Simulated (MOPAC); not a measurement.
Input for MOPAC: AM1 on H3ISi2 (SMILES [SiH3][Si]I), a point of a torsion scan.

```
AM1 1SCF PRECISE CHARGE=0 THREADS=1
H3ISi2

Si    -0.71406536 1    -0.07928242 1    -0.08013460 1
Si     1.14256190 1     1.28818744 1    -0.10775049 1
I      2.84820643 1     0.14521461 1    -1.59444079 1
H     -0.86529243 1    -0.42041783 1     1.34617117 1
H     -1.82064722 1     0.83071457 1    -0.42684895 1
H     -0.96094625 1    -1.32042999 1    -0.82169768 1
```

The log:

```
*******************************************************************************
 **                                                                           **
 **                              MOPAC v23.2.5                                **
 **                                                                           **
 *******************************************************************************
 ** MOPAC's Digital Object Identifier: https://doi.org/10.5281/zenodo.6511958 **
 **                                                                           **
 ** Please cite the open-source release paper for use of this MOPAC version:  **
 ** J. E. Moussa and J. J. P. Stewart (2026)                                  **
 ** MOPAC: An open-source semiempirical molecular orbital program             **
 ** J. Open Source Softw., 11(119), 8025, https://doi.org/10.21105/joss.08025 **
 *******************************************************************************

                              AM1 CALCULATION RESULTS

 *******************************************************************************
 *  AM1        - The AM1 Hamiltonian to be used
 *
 *
 *
 *                 CHARGE ON SYSTEM = 0
 *
 *
 *
 *  PRECISE    - TIGHTER CRITERIA TO BE USED
 *  1SCF       - DO 1 SCF AND THEN STOP
 *  THREADS=1  - MULTI-THREADING NOT USED
 *  T=         - A TIME OF 172800.0 SECONDS REQUESTED
 *  DUMP=N     - RESTART FILE WRITTEN EVERY 7200.0 SECONDS REQUESTED
 *******************************************************************************
AM1 1SCF PRECISE CHARGE=0 THREADS=1
 H3ISi2

   ATOM   CHEMICAL          X               Y               Z
  NUMBER   SYMBOL      (ANGSTROMS)     (ANGSTROMS)     (ANGSTROMS)

     1      Si         -0.71406536  *  -0.07928242  *  -0.08013460  *
     2      Si          1.14256190  *   1.28818744  *  -0.10775049  *
     3       I          2.84820643  *   0.14521461  *  -1.59444079  *
     4       H         -0.86529243  *  -0.42041783  *   1.34617117  *
     5       H         -1.82064722  *   0.83071457  *  -0.42684895  *
     6       H         -0.96094625  *  -1.32042999  *  -0.82169768  *



          CARTESIAN COORDINATES

    NO.       ATOM           X           Y           Z

     1        Si         -0.7141     -0.0793     -0.0801
     2        Si          1.1426      1.2882     -0.1078
     3         I          2.8482      0.1452     -1.5944
     4         H         -0.8653     -0.4204      1.3462
     5         H         -1.8206      0.8307     -0.4268
     6         H         -0.9609     -1.3204     -0.8217

  H: (AM1): M.J.S. DEWAR ET AL, J. AM. CHEM. SOC. 107 3902-3909 (1985)
 Si: (AM1): M.J.S.DEWAR, C. JIE, ORGANOMETALLICS, 6, 1486-1490 (1987).
  I: (AM1): M.J.S. DEWAR AND E. G. ZOEBISCH, THEOCHEM, 180, 1 (1988).

           Empirical Formula: H3 Si2 I  =     6 atoms



      MOLECULAR POINT GROUP   :   Cs


      RHF CALCULATION, NO. OF DOUBLY OCCUPIED LEVELS = 9


 -------------------------------------------------------------------------------
 AM1 1SCF PRECISE CHARGE=0 THREADS=1
 H3ISi2



     1SCF WAS SPECIFIED, SO BFGS WAS NOT USED
     SCF FIELD WAS ACHIEVED


                              AM1 CALCULATION
                                                       MOPAC v23.2.5 Linux




          FINAL HEAT OF FORMATION =         77.68570 KCAL/MOL =     325.03695 KJ/MOL


          COSMO AREA              =        145.00 SQUARE ANGSTROMS
          COSMO VOLUME            =        144.04 CUBIC ANGSTROMS

          IONIZATION POTENTIAL    =          8.502141 EV
          HOMO LUMO ENERGIES (EV) =         -8.502 -2.356
          NO. OF FILLED LEVELS    =          9
          MOLECULAR WEIGHT        =        186.0992         POINT GROUP:  Cs

          MOLECULAR DIMENSIONS (Angstroms)

            Atom       Atom       Distance
            H     5    I     3     4.86121
            H     6   Si     2     3.08969
            I     3    H     4     2.25280


          SCF CALCULATIONS        =          1





   ATOM   CHEMICAL          X               Y               Z
  NUMBER   SYMBOL      (ANGSTROMS)     (ANGSTROMS)     (ANGSTROMS)

     1      Si         -0.71406536  *  -0.07928242  *  -0.08013460  *
     2      Si          1.14256190  *   1.28818744  *  -0.10775049  *
     3       I          2.84820643  *   0.14521461  *  -1.59444079  *
     4       H         -0.86529243  *  -0.42041783  *   1.34617117  *
     5       H         -1.82064722  *   0.83071457  *  -0.42684895  *
     6       H         -0.96094625  *  -1.32042999  *  -0.82169768  *

                             CARTESIAN COORDINATES

   1   Si       -0.714065360    -0.079282420    -0.080134600
   2   Si        1.142561900     1.288187440    -0.107750490
   3    I        2.848206430     0.145214610    -1.594440790
   4    H       -0.865292430    -0.420417830     1.346171170
   5    H       -1.820647220     0.830714570    -0.426848950
   6    H       -0.960946250    -1.320429990    -0.821697680


           Empirical Formula: H3 Si2 I  =     6 atoms



      MOLECULAR POINT GROUP   :   Cs


                  EIGENVALUES
 -29.41483 -15.95520 -13.28028 -12.74459 -12.72217 -11.19480 -10.61906 -10.37247
  -8.50214  -2.35619  -1.34228  -1.19990   1.03869   1.14967   2.11487


              NET ATOMIC CHARGES AND DIPOLE CONTRIBUTIONS

  ATOM NO.   TYPE          CHARGE      No. of ELECS.   s-Pop       p-Pop
    1         Si          -0.020419        4.0204     0.94484     3.07558
    2         Si           0.454967        3.5450     1.67607     1.86896
    3          I          -0.223467        7.2235     1.98131     5.24216
    4          H          -0.069925        1.0699     1.06992
    5          H          -0.069335        1.0693     1.06934
    6          H          -0.071821        1.0718     1.07182
 DIPOLE           X         Y         Z       TOTAL
 POINT-CHG.     0.738     2.987     1.457     3.405
 HYBRID        -1.777    -2.764    -0.854     3.395
 SUM           -1.039     0.223     0.604     1.222


          ATOMIC ORBITAL ELECTRON POPULATIONS

     Atom    s        px        py        pz
    1 Si   0.94484   1.13393   0.98711   0.95455
    2 Si   1.67607   0.62637   0.84051   0.40208
    3  I   1.98131   1.69066   1.83475   1.71674
    4  H   1.06992
    5  H   1.06934
    6  H   1.07182

 **********************
 *                    *
 * JOB ENDED NORMALLY *
 *                    *
 **********************




 == MOPAC DONE ==
```

The run finished.

Cost: around 0.05 core-seconds (rough).
